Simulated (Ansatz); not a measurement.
Geometry optimisation, Ansatz 0.2.0, DFT PBEsol, scalar-relativistic, plane waves, PAW.

Input:

```yaml
crystal:
  lattice:
    - [8.193213, 0.0, 0.0]
    - [0.0, 8.193213, 0.0]
    - [0.0, 0.0, 8.193213]
  atoms:
    - { symbol: C, position: [0.9058721, 1.040216, 0.7792433] }
    - { symbol: C, position: [0.879941, 0.8567401, 0.7960355] }
    - { symbol: H, position: [0.9024404, 1.0778863, 0.6513348] }
    - { symbol: H, position: [0.811377, 1.1084032, 0.844148] }
    - { symbol: H, position: [1.0239572, 1.0769901, 0.8291932] }
    - { symbol: H, position: [0.8833727, 0.8190698, 0.923944] }
    - { symbol: H, position: [0.7618559, 0.819966, 0.7460856] }
    - { symbol: H, position: [0.9744361, 0.7885529, 0.7311308] }
    - { symbol: C, position: [0.3694102, 0.9701911, 0.9068518] }
    - { symbol: C, position: [0.4318104, 0.8623277, 0.768687] }
    - { symbol: H, position: [0.3194079, 1.084584, 0.8598898] }
    - { symbol: H, position: [0.2730131, 0.9091239, 0.9759156] }
    - { symbol: H, position: [0.4673007, 1.0007168, 0.9921575] }
    - { symbol: H, position: [0.4818127, 0.7479348, 0.8156491] }
    - { symbol: H, position: [0.3339199, 0.831802, 0.6833814] }
    - { symbol: H, position: [0.5282075, 0.9233949, 0.6996232] }
    - { symbol: O, position: [0.7372579, 0.4496192, 0.3253137] }
    - { symbol: C, position: [0.8844907, 0.436974, 0.306899] }
    - { symbol: H, position: [0.9466662, 0.4791978, 0.1950953] }
    - { symbol: H, position: [0.9641161, 0.3825715, 0.4009675] }
    - { symbol: O, position: [0.2476865, 0.2814847, 0.0917386] }
    - { symbol: C, position: [0.3650945, 0.3727109, 0.1000839] }
    - { symbol: H, position: [0.4268674, 0.3995997, 0.216745] }
    - { symbol: H, position: [0.4163981, 0.4336826, -0.0085398] }
    - { symbol: O, position: [0.5794486, 0.2185328, 0.387134] }
    - { symbol: C, position: [0.5522402, 0.2117149, 0.5333863] }
    - { symbol: H, position: [0.4341229, 0.2492612, 0.5861811] }
    - { symbol: H, position: [0.6441528, 0.1676021, 0.6214478] }
    - { symbol: O, position: [0.0635951, 0.8306593, 0.4662221] }
    - { symbol: C, position: [0.0661881, 0.8331142, 0.3173471] }
    - { symbol: H, position: [0.073618, 0.9481559, 0.2476411] }
    - { symbol: H, position: [0.0612556, 0.7204369, 0.2436708] }
    - { symbol: O, position: [0.4730719, 0.6965493, 0.1438605] }
    - { symbol: C, position: [0.5701274, 0.7750667, 0.2250501] }
    - { symbol: H, position: [0.6539656, 0.7166588, 0.3128475] }
    - { symbol: H, position: [0.5797639, 0.9090951, 0.2154469] }
    - { symbol: O, position: [0.75284, 0.3564011, 0.8484476] }
    - { symbol: C, position: [0.8772467, 0.4263499, 0.8909523] }
    - { symbol: H, position: [0.9484276, 0.3871345, 0.998396] }
    - { symbol: H, position: [0.9258826, 0.5329334, 0.8244451] }
basis:
  ecutwfc: 420.0
kpoints:
  mp_grid: { grid: [1, 1, 1] }
hamiltonian:
  xc: pbesol
scf:
  occupations: { method: fermi_dirac, width: 0.05 }
  lower_state_search: "off"
relax:
  f_tol: 0.3
  max_steps: 15
  adjacent_minimum: "off"
```

Launched with:

```bash
$ ansatz run input.yaml --threads 1 --pin off --max-ram 3072MiB --backend cpu --events-out ev --progress --plain --runs-dir out
```

Q: Where does it end, and by what steps?

A: The run converged. The threshold is loose, so the end isn't yet a minimum. Limits of this set-up: coarse k mesh. After 6 steps the energy has fallen by 0.723 eV; O33 moved furthest, 0.59 Å.

| step | energy less start (eV) | largest force component (eV/Å) | accepted |
| --- | --- | --- | --- |
| 0 | 0.0000 | 1.464 | yes |
| 1 | -0.2932 | 1.440 | yes |
| 2 | -0.0787 | 2.320 | no |
| 3 | -0.4383 | 1.341 | yes |
| 4 | -0.5494 | 1.273 | yes |
| 5 | -0.6575 | 0.436 | yes |
| 6 | -0.7233 | 0.232 | yes |

```xyz
40
Lattice="8.1932 0.0000 0.0000 0.0000 8.1932 0.0000 0.0000 0.0000 8.1932" Properties=species:S:1:pos:R:3
C 7.496 8.434 6.473
C 7.337 6.931 6.622
H 7.479 8.729 5.411
H 6.690 8.979 6.987
H 8.453 8.784 6.890
H 7.376 6.631 7.683
H 6.369 6.589 6.225
H 8.129 6.398 6.077
C 2.982 8.001 7.285
C 3.458 7.071 6.183
H 2.587 8.948 6.888
H 2.185 7.532 7.881
H 3.794 8.256 7.982
H 3.841 6.125 6.598
H 2.650 6.832 5.477
H 4.278 7.529 5.605
O 6.349 3.876 2.849
C 7.502 3.546 2.702
H 8.078 3.801 1.776
H 8.069 2.982 3.488
O 1.706 2.751 0.865
C 2.861 3.128 0.887
H 3.488 3.130 1.818
H 3.383 3.502 -0.031
O 4.634 1.364 3.211
C 4.486 1.642 4.382
H 3.529 2.100 4.762
H 5.277 1.421 5.144
O 0.685 6.758 3.606
C 0.733 6.887 2.406
H 0.784 7.892 1.917
H 0.706 6.000 1.722
O 3.450 5.870 1.558
C 4.408 6.433 2.045
H 5.160 5.880 2.662
H 4.573 7.533 1.911
O 5.938 3.203 6.878
C 7.089 3.511 7.090
H 7.745 2.957 7.823
H 7.561 4.374 6.563
```

The run took 24 s on 1 thread of Arm Neoverse V2, on a shared host, peak memory 0.5 GiB.
